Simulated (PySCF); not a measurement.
## Dipole response of F(2+) (fluorine, charge +2)

[He] 2s2 2p3, high-spin 4S determinant. Calculation: PySCF 2.14, in aug-cc-pVTZ-DK; the spin-free X2C one-electron Hamiltonian (Gaussian nucleus). Coupled (time-dependent) response in atomic units; α is the mean over directions.

```
method  mean α (bohr³)  C₆ (like pair)  S(−4)
   UHF           1.267           1.559  1.521
   PBE           1.251           1.601  1.244
  PBE0           1.243           1.576  1.270
 M06-L           1.204           1.530  1.136
```

S(−4) is the Cauchy moment in α(ω) = α(0) + S(−4) ω² + …

α(iu) at PBE0:

```
u (hartree)  α(iu) (bohr³)
          0          1.243
     0.0500          1.240
      0.100          1.231
      0.200          1.196
      0.300          1.145
      0.500          1.022
      0.750         0.8739
       1.00         0.7503
       1.50         0.5662
       2.00         0.4386
       3.00         0.2802
       5.00         0.1386
```

For an ion, C₆ is the dispersion term alone; charge-induced terms of lower order in 1/R come first.
